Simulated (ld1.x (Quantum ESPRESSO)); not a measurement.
# Before and after: TM potential for H (Z = 1)

hydrogen (H), norm-conserving Troullier–Martins (Kleinman–Bylander form), made with ld1.x (Quantum ESPRESSO) 7.5 (LDA (PZ), scalar-relativistic). Core none, reference 1s1. Waves: 1s (bound): rc 1.25 bohr; 2p channel at 0.45 Ry: rc 1.20 bohr. Local part: the p channel. Core correction: none.

All-electron outer shells of the reference configuration (LDA (PZ), scalar-relativistic, ld1.x):

```
shell  level (eV)  outermost node (bohr)  outermost maximum (bohr)
   1s       -6.36                      –                      1.05
```

Change: all radii scaled by about 1.33 (s 1.66, p 1.60 bohr).

Cutoffs: the cutoffs (Ry, on a coarse ladder) from which the occupation-weighted sum of valence levels, in a spherical-Bessel basis at the reference potential, stays within 10 and 1 mRy of its value at 400 Ry; they do not see the model core or the augmentation charge, which bear on the density cutoff. Errors are all-electron minus pseudo energies relative to the spin-unpolarised reference configuration.

**Question.** How do hardness, ghosts and transferability respond?

**Answer.** The potential gets softer (18 Ry and 35 Ry → 15 Ry and 25 Ry); of the 3 tests that both files solve, the error grows in 3 and shrinks in 0 by more than 15 % and 0.3 meV (median size 1.6 → 5.3 meV); neither file shows a bound ghost. A larger radius leaves more room for a smooth pseudo-wave, so fewer plane waves are needed. More of the atom is replaced by a form fitted at one configuration, so other configurations suffer.

```csv
quantity,base,changed
"cutoff, loose",18 Ry,15 Ry
"cutoff, tight",35 Ry,25 Ry
bound ghosts,none,none
"error for 1s0.5, meV [ΔE 4.64 eV]",+1.6,+5.3
"error for 1s1 (spin-polarised), meV [ΔE -0.90 eV]",-4.6,-12
"error for 1s0.5 (spin-polarised), meV [ΔE 4.26 eV]",-1.3,-2.4
```
